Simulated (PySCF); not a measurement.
From one molecule to another.

First species: C₇H₁₁P₃.
InChI=1S/C7H11P3/c1-5(2)7-9-4-8-6(3)10-7/h4-5H,1-3H3

Second species: C8H13N.
InChI=1S/C8H13N/c1-3-8(2)9-6-4-5-7-9/h3H,1-2,4-7H2

Levels: PBE0/pcSseg-1 for HOMO energy, LUMO energy and HOMO–LUMO gap. Geometries: GFN2-xTB. Each structure is a single optimised conformer of the isolated species, non-relativistic unless stated. Electronic properties by PySCF.

Dipoles, sizes and rotational constants follow the conformer. The torsions of the flexible species, by atom-mapped SMILES:
- `[CH3:1][c:2]1[p:3][cH:4][p:5][c:6]([CH:7]([CH3:8])[CH3:9])[p:10]1`: P5–C6–C7–C8 63°

The conformers of `C=CC(=C)N1CCCC1` aren't listed.

```tsv
property	column X	column Y
HOMO energy	-5.38 eV	-7.12 eV
LUMO energy	-0.28 eV	-2.35 eV
HOMO–LUMO gap	5.10 eV	4.77 eV
```

Q: Which column belongs to which species?

A: Column X is the second species and column Y the first. The first has 21 atoms and 98 electrons, the second 22 and 68.

Q: How does each property change from the first species to the second?

A: HOMO energy +1.74 eV; LUMO energy +2.07 eV; HOMO–LUMO gap +0.33 eV.

On the first:  GFN2-xTB frequencies show an imaginary mode (21i cm⁻¹), so this geometry is no minimum at that level.

